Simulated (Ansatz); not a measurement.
# CH5GaO (SMILES C[O][GaH2]): the energy to break a bond

CH5GaO has 8 atoms, charge 0, and is taken as a singlet. As SMILES, `C[O][GaH2]`. Geometry: optimised at B3LYP/def2-SVP.

```xyz
8

C    -0.6295    0.9860   -0.4283
O    -0.6637   -0.2657    0.2055
Ga    0.7315   -1.3225    0.5882
H    -1.2333    0.9659   -1.3549
H     0.3933    1.3143   -0.7035
H    -1.0630    1.7631    0.2288
H     2.1482   -0.7935    0.1669
H     0.3165   -2.6475    1.2972
```

Wanted: the dissociation energy of the H6–C1 bond into doublet H and doublet CH4GaO (shapes relaxed at B3LYP/def2-SVP, no zero-point term). 1 Eh = 2625.50 kJ/mol = 27.2114 eV. Totals in Eh; open shells run unrestricted unless said.

```tsv
level	program	CH5GaO	doublet H	doublet CH4GaO
HF/def2-TZVP	Ansatz	-2038.935020	-0.499810	-2038.310345
PBE/def2-TZVP	Ansatz	-2040.799653	-0.499616	-2040.148481
B3LYP/def2-TZVP	Ansatz	-2041.292560	-0.502154	-2040.634337
```

Problem. Work out the dissociation energy at each level.

Solution. 
1. HF/def2-TZVP: (-0.499810) + (-2038.310345) − (-2038.935020) = 0.124865 Eh = 327.8 kJ/mol = 3.40 eV.
2. PBE/def2-TZVP: (-0.499616) + (-2040.148481) − (-2040.799653) = 0.151556 Eh = 397.9 kJ/mol = 4.12 eV.
3. B3LYP/def2-TZVP: (-0.502154) + (-2040.634337) − (-2041.292560) = 0.156069 Eh = 409.8 kJ/mol = 4.25 eV.

The levels span 328 to 410 kJ/mol; no measured value is set beside them. Hartree–Fock lacks the correlation of the electrons that are unpaired, so it comes out low. A bond enthalpy at 298 K also holds the loss of zero-point energy and thermal terms.
